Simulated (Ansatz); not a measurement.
BiBrH2 (SMILES [Br][BiH2]) moved off its minimum; all values from Ansatz (a quantum-chemistry and plane-wave program), cores frozen in correlated methods. Elements past Kr take the def2 small-core potentials, without spin–orbit coupling.
(charge 0, multiplicity 1)
```xyz
4

Bi    -0.4343    -0.4763     0.3805
H     -1.9128    -0.2016    -0.6009
H     -0.0116    -1.9044    -0.6557
Br     1.1134     1.2365    -0.9021
```

**Question.** Give the forces (eV/Å), the total energy and the dipole at CCSD(T)/def2-TZVPPD.

**Answer.** 
```json
[
 {"atom": "Bi1", "Fx": "0.167", "Fy": "-0.098", "Fz": "0.096"},
 {"atom": "H2", "Fx": "-0.026", "Fy": "0.075", "Fz": "-0.127"},
 {"atom": "H3", "Fx": "-0.005", "Fy": "0.141", "Fz": "0.028"},
 {"atom": "Br4", "Fx": "-0.136", "Fy": "-0.118", "Fz": "0.003"}
]
```
Energy -2787.4862 hartree, dipole 3.21 D.
